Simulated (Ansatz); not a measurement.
Consider the redistribution: `N[SiH2]N` + `C[O][AlH][SH]` → `CO[SiH](N)N` + `[AlH2][SH]`.

Isolated molecules relaxed with PBE0-D4/def2-TZVP in Ansatz; ΔE leaves out vibrations. CCSD(T)/CBS adds triple-zeta CCSD(T) − MP2 to the extrapolated MP2 energy (def2 sets, frozen cores). This one scheme is used for every species. DFT in def2-TZVPP. B3LYP here is the variant with VWN-RPA as its local correlation; programs differ in this. One conformer a species, not always the lowest.

```json
{"level": "B3LYP-D4", "ΔE (eV)": "0.18"}
{"level": "CCSD/def2-TZVPP", "ΔE (eV)": "0.16"}
```

Q: What does CCSD(T)/CBS give? (Best estimate.)

A: Computed: +0.17 eV. The listed levels differ from it by 0.01, -0.01 eV.

Largest T1 diagnostic among the species: 0.012.

The D4 term adds −0.04 eV with B3LYP and −0.02 eV with PBE0; it sums over pairs of atoms, weighted by their polarisabilities, and B3LYP, whose exchange is more repulsive, gets the larger term. From PBE to PBE0 (25 % exact exchange), in def2-TZVPP and without D4, ΔE moves by −0.03 eV.
